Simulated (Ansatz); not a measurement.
C2H5NSi, SMILES `[SiH3]C1C=N1`, relaxed with RKS PBE0-D4/def2-TZVP in Ansatz from a PBE-D4/def2-SVP geometry. The force threshold is 0.005 eV/Å; the program also tests the step.

Charge 0, multiplicity 1.

Start:

```xyz
9

Si   -0.995   -0.238   -0.799
C     0.302   -0.327    0.574
C     1.269    0.736    0.859
N     1.828   -0.168    0.180
H    -2.355    0.036   -0.209
H    -0.634    0.871   -1.749
H    -1.062   -1.540   -1.551
H     0.125   -1.075    1.374
H     1.520    1.705    1.322
```

**Question.** By how much does the energy fall, and how many steps does the optimiser take? (An estimate is asked.)

**Answer.** The calculation gave: 1.12 kcal/mol, in 5 steps.

**Question.** Which bonds change most? (Estimate.)

**Answer.** The calculation gave: C2–N4 from 1.584 to 1.561 Å; Si1–C2 from 1.891 to 1.869 Å; C3–N4 from 1.262 to 1.241 Å; C3–H9 from 1.102 to 1.083 Å.

**Question.** Give the relaxed structure. (Best estimate.)

**Answer.** The calculation gave: 
```xyz
9

Si   -0.982   -0.236   -0.790
C     0.297   -0.331    0.568
C     1.254    0.728    0.844
N     1.802   -0.170    0.185
H    -2.324    0.032   -0.203
H    -0.620    0.867   -1.719
H    -1.050   -1.517   -1.542
H     0.128   -1.056    1.365
H     1.496    1.684    1.292
```
